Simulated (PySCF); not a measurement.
Compound: trans-NiI2(NH3)2 (triplet state).
Bonds: Ni1–I2, Ni1–N3, Ni1–I7, Ni1–N8. Hydrogens: H4, H5, H6 on N3; H9, H10, H11 on N8.

Level of theory: PBE0-D3(BJ)/def2-SVP geometry optimisation, gas phase, def2 core potentials past Kr in PySCF.

**Question.** List the bond lengths and angles at this level.

**Answer.** 
| bond | length (Å) |
| --- | --- |
| Ni1–I2, Ni1–I7 | 2.621 |
| Ni1–N3, Ni1–N8 | 2.056 |
| N3–H4 and 5 like bonds | 1.022 |

Bonds in one row agree within 0.01 Å and their mean is given. A selection of angles:
| angle | degrees |
| --- | --- |
| I2–Ni1–N3 | 89.9 |
| I2–Ni1–I7 | 174.9 |
| N3–Ni1–N8 | 177.2 |
| Ni1–N3–H4 | 109.8 |
| Ni1–N3–H5 | 111.6 |
| H4–N3–H5 | 107.1 |
| H4–N3–H6 | 106.3 |
| H5–N3–H6 | 109.7 |

Ni1 (nickel bonded to 2 I and 2 N) is square planar (angles from 89.9° to 177.2°). N3 (nitrogen bonded to Ni and 3 H) is tetrahedral (angles from 106.3° to 112.1°).

Point group: near Cs, missed by 0.24 Å at most; the miss may be what the optimiser left on a soft mode. No frequency check. ⟨S²⟩ = 2.005 (exact for a triplet: 2.00).
